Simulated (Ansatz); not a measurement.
System: C3H5Cl2, charge 0, multiplicity 2. It need not be the lowest isomer of its formula. SMILES: ClC[CH]CCl
Coordinates optimised at B3LYP-D3(BJ)/def2-TZVP (Ansatz, a first-principles code):
```xyz
10

C     -0.0655    -0.2762    -0.8827
C     -1.2031    -0.4637     0.0167
Cl    -2.1818     1.1140     0.1289
C      1.1739     0.3403    -0.4112
Cl     2.2243    -0.9349     0.4433
H     -0.1418    -0.5983    -1.9121
H     -0.9048    -0.6686     1.0418
H     -1.9127    -1.2072    -0.3295
H      1.7985     0.7257    -1.2096
H      1.0077     1.1027     0.3457
```
Charge 0, spin multiplicity 2.

Computed values are from Ansatz. Correlated levels leave the core frozen unless marked. UHF or UKS for open shells. No spin-orbit coupling. No relativistic terms. Basis-set limits of correlation are two-point, X^-3; Hartree-Fock from the larger set. [CCSD(T)-MP2]/basis is that difference in the basis named.

```yaml
atomisation energy De: 3592.2 kJ/mol at RI-MP2/CBS(cc-pV(T+d)Z,cc-pV(Q+d)Z)+[CCSD(T)-MP2]/cc-pV(T+d)Z
total_energy: -1036.6547 Eh at RI-MP2/CBS(cc-pV(T+d)Z,cc-pV(Q+d)Z)+[CCSD(T)-MP2]/cc-pV(T+d)Z
dipole_moment: 1.20 D at CCSD(T)/aug-cc-pV(D+d)Z
T1 diagnostic: 0.013 at CCSD/cc-pV(T+d)Z
```
